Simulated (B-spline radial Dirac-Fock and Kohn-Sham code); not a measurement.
# Dipole and non-dipole photoemission parameters of S⁴⁺ 2p3/2

System: the S⁴⁺ ion, configuration [Ne] 3s2; threshold 233.7 eV (orbital energy of the model). These are calculated numbers from a radial atomic solver; the model is Dirac-Hartree-Slater photoionisation with a Latter tail; cross sections with all multipoles, angular parameters from the dipole term and its interference with E2.

| hν (eV) | σ (kb) | β | γ | δ |
| --- | --- | --- | --- | --- |
| 353 | 887 | 1.447 | 0.069 | 0.014 |
| 368 | 802 | 1.459 | 0.082 | 0.015 |
| 487 | 391 | 1.486 | 0.177 | 0.018 |
| 1000 | 51.6 | 1.326 | 0.435 | 0.034 |
| 1010 | 50.1 | 1.322 | 0.438 | 0.034 |
| 1253.6 | 26.1 | 1.237 | 0.513 | 0.043 |
| 1600 | 12.2 | 1.130 | 0.597 | 0.056 |
| 1890 | ? | ? | ? | ? |
| 1920 | 6.79 | 1.044 | 0.657 | 0.069 |
| 1950 | 6.46 | 1.037 | 0.662 | 0.070 |
| 2610 | 2.47 | 0.895 | 0.751 | 0.095 |
| 2930 | 1.67 | 0.839 | 0.784 | 0.107 |
| 3650 | 0.787 | 0.733 | 0.844 | 0.132 |
| 4450 | 0.394 | 0.642 | 0.893 | 0.159 |
| 4580 | 0.355 | 0.629 | 0.900 | 0.163 |
| 5414.7 | 0.196 | 0.557 | 0.940 | 0.189 |
| 6510 | 0.101 | 0.483 | 0.982 | 0.220 |
| 6670 | 0.0921 | 0.474 | 0.988 | 0.225 |
| 8910 | 0.0317 | 0.370 | 1.058 | 0.282 |
| 11900 | 0.0107 | 0.277 | 1.133 | 0.348 |
| 12400 | 0.00913 | 0.264 | 1.144 | 0.358 |
| 15000 | 0.00440 | 0.208 | 1.193 | 0.408 |

Question: Give the values at 1890 eV.

Answer: σ = 7.14 kb, β = 1.052, γ = 0.652, δ = 0.067.
